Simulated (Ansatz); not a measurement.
Computed with Ansatz on PBE0-D4/def2-TZVP structures; ΔE is electronic, products minus reactants. CCSD(T)/CBS adds triple-zeta CCSD(T) − MP2 to the extrapolated MP2 energy (def2 sets, frozen cores). Functionals use def2-TZVPP. B3LYP here is the variant with VWN-RPA as its local correlation; programs differ in this. For Se outer-core shells are correlated without core-valence functions, which leaves a few kJ/mol of doubt a bond. Scalar relativity is left out up to krypton. Each species was taken in one conformer, which may not be the lowest.

Consider the cleavage of the B–Si bond: `B[Si](O)(F)OC` + `[SiH3][SiH2][SeH]` → `B[Se][SiH2][SiH3]` + `CO[SiH](O)F`.

`B[Si](O)(F)OC`:

```xyz
12

B    -1.356    0.874   -1.279
Si   -0.122   -0.573   -0.646
O     0.659   -1.252   -1.901
F    -1.062   -1.648    0.087
O     1.023   -0.117    0.424
C     0.764    0.356    1.728
H    -1.638    1.800   -0.576
H    -1.856    0.837   -2.362
H     1.468   -1.734   -1.714
H     0.077    1.210    1.717
H     0.333   -0.431    2.354
H     1.708    0.678    2.168
```

`[SiH3][SiH2][SeH]`:

Z-matrix (Å, degrees):
```
Si
Si 1 2.336
H 1 1.486 2 109.6
H 1 1.489 2 111.4 3 121.1
H 1 1.488 2 108.8 3 -119.1
Se 2 2.288 1 109.8 3 61.7
H 2 1.486 1 111.6 3 -53.2
H 2 1.488 1 111.3 3 -174.6
H 6 1.469 2 93.2 1 53.8
```

`B[Se][SiH2][SiH3]`:

Cartesian coordinates in Å:
```
B -1.544 -0.244 1.786
Se -2.072 0.502 0.112
Si 0.016 1.133 -0.630
Si 1.295 -0.781 -1.025
H -0.400 -0.255 2.122
H -2.413 -0.689 2.468
H -0.203 1.902 -1.884
H 0.638 2.029 0.380
H 1.383 -1.580 0.225
H 0.632 -1.593 -2.079
H 2.668 -0.424 -1.475
```

`CO[SiH](O)F`:

```xyz
10

C    -0.277    1.580   -0.240
O    -0.553    0.292    0.270
Si    0.245   -1.067   -0.119
O    -0.228   -2.254    0.875
F     1.807   -0.776    0.025
H    -0.471    1.630   -1.317
H     0.762    1.867   -0.055
H    -0.934    2.291    0.263
H     0.022   -1.515   -1.502
H    -0.373   -2.048    1.800
```

```
             level  ΔE (kJ/mol)  difference from CCSD(T)/CBS
            PBE-D4       -116.8                          4.6
         r2SCAN-D4       -120.4                          1.0
           PBE0-D4       -116.6                          4.8
          B3LYP-D4       -115.5                          5.9
           ωB97X-V       -111.3                         10.1
           ωB97M-V       -117.1                          4.3
            B2PLYP       -119.9                          1.5
               PBE       -115.9                          5.5
            r2SCAN       -120.2                          1.2
              PBE0       -115.8                          5.6
             B3LYP       -113.8                          7.6
     HF/def2-TZVPP       -108.9                         12.5
    MP2/def2-TZVPP       -130.6                         -9.2
SCS-MP2/def2-TZVPP       -124.2                         -2.8
   CCSD/def2-TZVPP       -117.0                          4.4
CCSD(T)/def2-TZVPP       -120.7                          0.7
     HF/def2-QZVPP       -108.8                         12.6
    MP2/def2-QZVPP       -131.0                         -9.6
SCS-MP2/def2-QZVPP       -124.3                         -2.9
      HF/CBS(def2)       -108.8                         12.6
     MP2/CBS(def2)       -131.3                         -9.9
    CCSD/CBS(def2)       -117.6                          3.8
       CCSD(T)/CBS       -121.4                            0
```

Largest T1 diagnostic among the species: 0.014.

In def2-TZVPP, CCSD(T) changes the Hartree–Fock value by −11.8 kJ/mol (the triples alone add −3.7 kJ/mol) and MP2 by −21.7 kJ/mol.
